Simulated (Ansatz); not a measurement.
Consider the formal exchange of groups at a Ga–C bond: `F[CH2][GaH][I]` + `[SiH3]S` → `S[SiH2][GaH][I]` + `CF`.

Gas-phase electronic energies from Ansatz, PBE0-D4/def2-TZVP geometries. CBS: MP2 limit from def2 TZ/QZ plus the TZ coupled-cluster correction, frozen cores. This one scheme is used for every species. DFT in def2-TZVPP. Elements past krypton have def2 core potentials. For Ga, I outer-core shells are correlated without core-valence functions, which leaves a few kJ/mol of doubt a bond. Scalar relativity is left out up to krypton. One conformer a species, not always the lowest.

CCSD(T)/CBS gives -52.5 kJ/mol.

(1) Another level gave -54.6 kJ/mol. Which?
A. PBE0/def2-TZVPP
B. PBE0-D4/def2-TZVPP
C. HF/def2-TZVPP
D. RPA@PBE/def2-TZVPP

Largest T1 diagnostic among the species: 0.012.

Answers

(1) A. PBE0 -54.6, PBE0-D4 -59.8, RPA@PBE/def2-TZVPP -46.4, HF/def2-TZVPP -40.7 kJ/mol.

In def2-TZVPP, CCSD(T) changes the Hartree–Fock value by −9.0 kJ/mol (the triples alone add −2.1 kJ/mol) and MP2 by −9.3 kJ/mol. At CCSD(T), def2-SVP lies +3.4 kJ/mol from the extrapolated value and def2-TZVPP +2.7 kJ/mol. The D4 term adds −9.3 kJ/mol with B3LYP and −5.2 kJ/mol with PBE0; it sums over pairs of atoms, weighted by their polarisabilities, and B3LYP, whose exchange is more repulsive, gets the larger term.

CCSD(T)/CBS has its own doubt, a few kJ/mol and more with outer-core shells, so smaller differences from it don't rank the levels.

B3LYP here is the variant with VWN-RPA as its local correlation; programs differ in this.
